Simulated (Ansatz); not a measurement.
Molecule: silicon dioxide molecule, SiO2, net charge 0, singlet state. SMILES: O=[Si]=O
Geometry: optimised at B3LYP-D3(BJ)/def2-TZVP (Ansatz, a first-principles code).

Computed values are from Ansatz. Valence correlation only, unless marked. Open shells are spin-unrestricted. No spin-orbit coupling. Non-relativistic. Basis-set limits of correlation are two-point, X^-3; Hartree-Fock from the larger set. The bracket is a focal-point correction in the basis named.

```
Item                                                                                                                                                Value
-------------------------------------------------------------------  ------------------------------------------------------------------------------------
atomisation energy De                                                                       1244.9 kJ/mol at CCSD(T)/CBS(aug-cc-pV(T+d)Z,aug-cc-pV(Q+d)Z)
vertical electron affinity (to the doublet; negative means unbound)  1.48 eV at RI-MP2/CBS(aug-cc-pV(T+d)Z,aug-cc-pV(Q+d)Z)+[CCSD(T)-MP2]/aug-cc-pV(T+d)Z
total energy                                                                                 -439.4212 Eh at CCSD(T)/CBS(aug-cc-pV(T+d)Z,aug-cc-pV(Q+d)Z)
dipole moment                                                                                                           0.00 D at CCSD(T)/aug-cc-pV(D+d)Z
T1 diagnostic                                                                                                               0.022 at CCSD/aug-cc-pV(Q+d)Z
measured dipole moment                                                0.00 D (NIST CCCBDB, as tabulated in the package chemicals; older table, unchecked)
```
